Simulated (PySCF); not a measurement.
Br₅Nb, multiplicity 1. Atoms are numbered in the order given.

```xyz
6

Nb     0.0000     0.0000     0.0000
Br     2.4252     0.0000     0.0000
Br     0.0000     0.0000     2.4758
Br     0.0000     0.0000    -2.4758
Br    -1.2126    -2.1003     0.0000
Br    -1.2126     2.1003     0.0000
```
Charge 0, spin multiplicity 1.

Geometry optimised at PBE0-D3(BJ)/def2-SVP. The spin state was assumed, not searched. The def2 effective core potentials stand for the cores of Nb; spin–orbit coupling is left out.

Method: TDA-M06-2X/def2-SVPD in PySCF.

Vertical excitations; the highest root listed may be one member of a degenerate set. Isolated molecule, no solvent. State labels are in the subgroup C2v.

```json
[
 {"state": "S1", "symmetry": "B1", "energy (eV)": "2.90", "λ (nm)": "427", "f": "0.000", "main pairs": "HOMO−1→LUMO 49 %, HOMO→LUMO+1 49 %"},
 {"state": "S2", "symmetry": "A1", "energy (eV)": "3.02", "λ (nm)": "410", "f": "0.007", "main pairs": "HOMO→LUMO, HOMO−1→LUMO+1 (degenerate set)"},
 {"state": "S3", "symmetry": "B1", "energy (eV)": "3.02", "λ (nm)": "410", "f": "0.007", "main pairs": "HOMO→LUMO+1, HOMO−1→LUMO (degenerate set)"},
 {"state": "S4", "symmetry": "A2", "energy (eV)": "3.16", "λ (nm)": "392", "f": "0.000", "main pairs": "HOMO−4→LUMO 46 %, HOMO−3→LUMO+1 46 %"},
 {"state": "S5", "symmetry": "B1", "energy (eV)": "3.23", "λ (nm)": "384", "f": "0.020", "main pairs": "HOMO−2→LUMO (degenerate set)"},
 {"state": "S6", "symmetry": "A1", "energy (eV)": "3.23", "λ (nm)": "384", "f": "0.020", "main pairs": "HOMO−2→LUMO+1 (degenerate set)"},
 {"state": "T1", "symmetry": "A1", "energy (eV)": "2.65", "λ (nm)": "467", "f": "0", "main pairs": "HOMO→LUMO 50 %, HOMO−1→LUMO+1 48 %"},
 {"state": "T2", "symmetry": "B1", "energy (eV)": "2.78", "λ (nm)": "445", "f": "0", "main pairs": "HOMO−1→LUMO 45 %, HOMO→LUMO+1 45 %, HOMO−2→LUMO 9 %"}
]
```
Triplets are in the Tamm–Dancoff approximation.
